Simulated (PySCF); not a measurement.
SMILES C=[CH][Sn]([F])([Br])[CH]=C (C4H6BrFSn), B3LYP/def2-SVP optimised geometry.

```
13

C     -1.87    -1.34     2.81
C     -1.25    -2.06     1.87
Sn    -0.63    -1.21     0.00
F      1.33    -1.21     0.00
Br    -1.33     1.21     0.00
C     -1.02    -2.13    -1.89
C      0.00    -2.53    -2.65
H     -2.11    -0.28     2.68
H     -2.17    -1.80     3.76
H     -1.02    -3.12     2.02
H     -2.06    -2.25    -2.22
H      1.04    -2.40    -2.34
H     -0.16    -3.00    -3.63
```

Density from B3LYP/def2-TZVP, def2 effective core potentials past Kr run with PySCF 2.14.0 at that geometry. The core electrons that the potentials of Sn replace are not part of the density.

Minimum of the electron density along straight lines between bonded atoms, close to the bond critical point (lines longer than 1.1 times the sum of covalent radii, or with two minima, are not listed):

```tsv
bond	length / Å	ρ at the minimum / e bohr⁻³	∇²ρ there / e bohr⁻⁵	position (fraction from the first atom)
C1–C2	1.336	0.350	-1.06	0.50
C2–Sn3	2.141	0.107	0.10	0.49
Sn3–F4	1.957	0.112	0.53	0.52
Sn3–Br5	2.522	0.073	0.10	0.47
Sn3–C6	2.139	0.108	0.10	0.51
C6–C7	1.337	0.349	-1.05	0.50
C1–H8	1.096	0.281	-0.99	0.65
C1–H9	1.097	0.278	-0.97	0.65
C2–H10	1.097	0.276	-0.95	0.65
C6–H11	1.096	0.277	-0.96	0.65
C7–H12	1.095	0.282	-1.00	0.65
C7–H13	1.097	0.278	-0.97	0.65
```
